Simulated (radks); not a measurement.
Initial-state core-level shifts of the hafnium ion Hf+ when its valence configuration changes from [Xe] 4f14 5d1 6s2. Calculated with a radial shooting solver on a logarithmic mesh with Libxc functionals: scalar-relativistic Kohn-Sham, r2SCAN, spin-polarised, spherical densities, finite nucleus; open shells are filled with parallel spins first (spin-orbit coupling, left out, can overturn this in heavy ions); meta-GGA in the generalised Kohn-Sham scheme; Fermi nuclear charge, rms radius 5.347 fm. Shifts are changes of the shell-averaged eigenvalues in eV (positive: less bound); the change of the density at the nucleus, which sets a Mossbauer isomer shift, is in e/bohr^3, on a base of 1.282e+06.

valence                    2s       4s       4p       4d  density at nucleus
4f14 6s2 6p1           -4.288   -4.237   -4.247   -4.263               +23.7
4f14 5d2 6s1           +2.730   +2.702   +2.709   +2.722               -77.1
4f14 5d1 6s1 6p1       -1.249   -1.251   -1.253   -1.254               -68.3
4f13.5 5d1 6s2 6p0.5   -6.838   -7.029   -6.908   -6.745               +47.0
4f13.5 6s2 6p1.5      -11.297  -11.417  -11.305  -11.156               +75.0
4f14 5d1 6p2           -2.685   -2.685   -2.687   -2.687              -142.0
4f14 5d0.5 6s2 6p0.5   -2.137   -2.115   -2.119   -2.127               +11.0
4f14 5d1 6s1.5 6p0.5   -0.709   -0.709   -0.710   -0.710               -34.4
4f13.5 5d0.5 6s2 6p1   -9.059   -9.218   -9.101   -8.945               +60.3
